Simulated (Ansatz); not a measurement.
The cluster Rb4H5⁻, relaxed as a singlet with RKS B3LYP-D4/def2-SVPD in Ansatz, starting from the GFN2-xTB geometry. Force threshold 0.02 eV/Å.

In the def2 sets Rb takes a core potential; there is no spin–orbit coupling. Another isomer (singlet) lies 0.57 eV lower at PBE0-D4/def2-TZVPD; other spin states weren't run for this one.

Start:

```xyz
9

Rb    0.012   -1.707   -1.358
Rb    2.008    1.812   -0.211
Rb   -2.038    1.772   -0.200
Rb    0.016   -0.443    2.701
H    -2.526   -1.150    0.962
H     2.564   -1.094    0.960
H    -0.012    2.715    2.177
H     0.020   -3.527   -2.868
H    -0.044    1.621   -2.163
```

Task: Estimate the energy that the relaxation releases and the steps that it takes.

Result: 25.9 kJ/mol, in 10 steps; 49 s on 4 threads of Intel Xeon Platinum 8175M on a shared host. The force fell under the threshold at step 9, but the optimiser went on. No frequencies were taken in this run, so the end may be a saddle point.

Task: Does the start keep its bonding and symmetry?

Result: By distances, no bond broke or formed. The bond that changes most is Rb1–Rb4, from 4.25 to 4.58 Å (atoms count from 1). Point group Cs at the start, Cs at the end, both within 0.05 Å.

Task: Predict the relaxed structure.

Result: 
```xyz
9

Rb    0.0128   -1.8454   -1.3927
Rb    2.0885    1.8767   -0.2351
Rb   -2.1278    1.8353   -0.2166
Rb    0.0158   -0.2865    2.9153
H    -2.3522   -1.0468    1.0166
H     2.3809   -0.9979    0.9965
H    -0.0188    2.7960    2.0323
H     0.0218   -3.6435   -3.3619
H    -0.0211    1.3121   -1.7544
```
Bond lengths (bridged metal pairs left out): 5 × Rb–Rb 4.35 to 4.58 Å; 3 × H–Rb 2.66 to 2.67 Å.
